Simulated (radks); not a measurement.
The numbers below are computed, except where a source is named.
Mean orbital radii <r> (bohr) of the iridium ion Ir+, [Xe] 4f14 5d7 6s1, at several levels of relativity; Dirac values are averaged over j with weights 2j + 1. Spin-unpolarised spherical Kohn-Sham, PBEsol, point nucleus unless stated (finite: rms radius 5.4032 fm), a radial shooting solver on a logarithmic mesh with Libxc functionals. A level marked "c x" has the speed of light scaled by that factor and shares open shells by 2j + 1; other Dirac levels either fill j = l - 1/2 first or share by 2j + 1.

| shell | non-rel. | scalar-rel. | Dirac, 2j+1 shares | Dirac, low j first | change of magnitude, last against first (%) |
|---|---|---|---|---|---|
| 2p | 0.07012 | 0.06625 | 0.06572 | 0.06572 | -6.27 |
| 3s | 0.2099 | 0.1905 | 0.1900 | 0.1900 | -9.50 |
| 3p | 0.2001 | 0.1914 | 0.1903 | 0.1903 | -4.89 |
| 3d | 0.1750 | 0.1733 | 0.1733 | 0.1733 | -0.98 |
| 4s | 0.4646 | 0.4234 | 0.4233 | 0.4233 | -8.90 |
| 4p | 0.4698 | 0.4507 | 0.4493 | 0.4493 | -4.37 |
| 4d | 0.4809 | 0.4785 | 0.4788 | 0.4788 | -0.44 |
| 5s | 1.078 | 0.9777 | 0.9786 | 0.9789 | -9.15 |
| 4f | 0.5213 | 0.5353 | 0.5359 | 0.5360 | +2.81 |
| 5p | 1.179 | 1.134 | 1.131 | 1.132 | -3.96 |
| 5d | 1.630 | 1.670 | 1.672 | 1.677 | +2.88 |
| 6s | 2.998 | 2.689 | 2.691 | 2.696 | -10.07 |
